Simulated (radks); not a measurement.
Valence configurations of Gd II (all share [Xe]). Method: scalar-relativistic Kohn-Sham, PBE, spin-unpolarised, spherical densities, finite nucleus; Fermi nuclear charge, rms radius 5.1569 fm; computed with a radial shooting solver on a logarithmic mesh with Libxc functionals. Energies are relative to 4f7 5d1 6s1; eigenvalues in eV.

| valence | E (eV) | e(4f) | e(5d) | e(6p) | e(6s) |
|---|---|---|---|---|---|
| 4f8 6s1 | -4.332 | -9.172 | - | - | -8.632 |
| 4f8 5d1 | -2.566 | -7.480 | -5.934 | - | - |
| 4f7.5 5d1.5 | -1.276 | -10.104 | -6.511 | - | - |
| 4f7 5d1 6s1 | 0.000 | -15.032 | -8.404 | - | -9.275 |
| 4f7 6s1 6p1 | 3.264 | -18.608 | - | -6.968 | -10.866 |
| 4f7 5d1 6p1 | 3.574 | -16.279 | -9.378 | -6.370 | - |
| 4f6.5 5d1.5 6s1 | 3.978 | -18.298 | -9.073 | - | -9.543 |
| 4f6 5d2 6s1 | 9.305 | -21.747 | -9.730 | - | -9.780 |
| 4f6 5d1 6s1 6p1 | 13.720 | -25.519 | -12.336 | -7.224 | -11.398 |
| 4f5 5d1 6s1 6p2 | 37.129 | -37.163 | -16.541 | -8.561 | -13.388 |

NIST lists [Xe] 4f7 5d1 6s1 as the ground configuration; this level of theory puts 4f8 6s1 lower, by 4.332 eV. The energies are those of spherical spin-averaged densities, not of single terms.
